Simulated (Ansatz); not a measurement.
Consider the hydrogenolysis of the Si–Al bond: `[AlH2][SiH]([SiH3])O[SiH3]` + H₂ → `[SiH3]O[SiH2][SiH3]` + `[AlH3]`.

Gas-phase electronic energies from Ansatz, PBE0-D4/def2-TZVP geometries. CBS: MP2 limit from def2 TZ/QZ plus the TZ coupled-cluster correction, frozen cores. This one scheme is used for every species. DFT in def2-TZVPP. One conformer a species, not always the lowest.

```tsv
level	ΔE (eV)
B2PLYP	-0.26
CCSD/def2-TZVPP	-0.26
```

(1) What does CCSD(T)/CBS give? (Estimate.)

Largest T1 diagnostic among the species: 0.013.

Answers

(1) Ansatz gave: -0.18 eV. The listed levels differ from it by -0.08, -0.08 eV.

Leaving LDA and LC-ωPBE aside and taking each functional with its dispersion term where it has one, the values, not all of them listed here, spread over 0.29 eV, from B97M-V to revPBE-D4. From PBE to PBE0 (25 % exact exchange), in def2-TZVPP and without D4, ΔE moves by −0.08 eV. At CCSD(T), def2-SVP lies −0.12 eV from the extrapolated value and def2-TZVPP −0.02 eV.
